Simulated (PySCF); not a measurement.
A GIAO shielding run with PySCF 2.14 (density fitting, non-relativistic, gas phase) on SMILES C1[Si@@H](SC)NCC1, C4H11NSSi:

```
{"job": {"kind": "nmr", "xc": "PBE0", "basis": "pcSseg-1"}, "charge": 0, "multiplicity": 1}
C      3.280758     0.340098    -0.636451
S      1.927666    -0.581415    -1.427028
Si     0.265369     0.384994    -0.466635
C     -0.281017    -0.237702     1.238676
C     -1.795494    -0.085617     1.126156
C     -2.216728    -0.524974    -0.273217
N     -1.221577    -0.019494    -1.194822
H      4.205148    -0.001803    -1.089206
H      3.148327     1.402262    -0.815650
H      3.290879     0.132593     0.428615
H      0.545279     1.826664    -0.500447
H     -0.018202    -1.286250     1.384275
H      0.100842     0.319327     2.090688
H     -2.326360    -0.659566     1.886806
H     -2.050757     0.967507     1.251425
H     -3.203498    -0.122237    -0.526225
H     -2.275281    -1.620435    -0.324574
H     -1.384113    -0.227635    -2.164043
```

Hardware: 1 thread of an Arm Neoverse V1, shared host. The job also computes population analyses, field gradients.

Question: How large is the calculation?

Answer: 72 electrons, 188 basis functions and 1016 auxiliary functions.

Question: How long does it take?

Answer: 26 s of wall time, with 12 SCF cycles and 4 response iterations. Times on a shared host scatter by some tens of per cent.
